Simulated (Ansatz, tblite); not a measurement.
Forces on the cluster Mg2Se2⁻ at its r2SCAN-D4/def2-SVPD geometry. The state is a doublet with charge -1.

The xTB rows come from tblite. The structure comes from a short search, and lower isomers may exist.

GFN1-xTB (tblite), largest force 0.99 eV/Å:

```xyz
4
positions Å, forces eV/Å
Mg   -0.989    1.057   -0.025   -0.252    0.269   -0.006
Mg    0.989   -1.057    0.025    0.253   -0.270    0.006
Se    1.219    1.167    1.140    0.593    0.568    0.555
Se   -1.219   -1.167   -1.140   -0.594   -0.568   -0.555
```

GFN2-xTB (tblite), largest force 0.47 eV/Å:

```
Mg -0.236 0.252 -0.006
Mg 0.236 -0.252 0.006
Se 0.282 0.270 0.263
Se -0.282 -0.270 -0.263
```

r2SCAN-D4/def2-TZVPD (Ansatz), largest force 0.25 eV/Å:

```
Mg 0.174 -0.186 0.004
Mg -0.174 0.186 -0.004
Se -0.150 -0.144 -0.140
Se 0.150 0.144 0.140
```
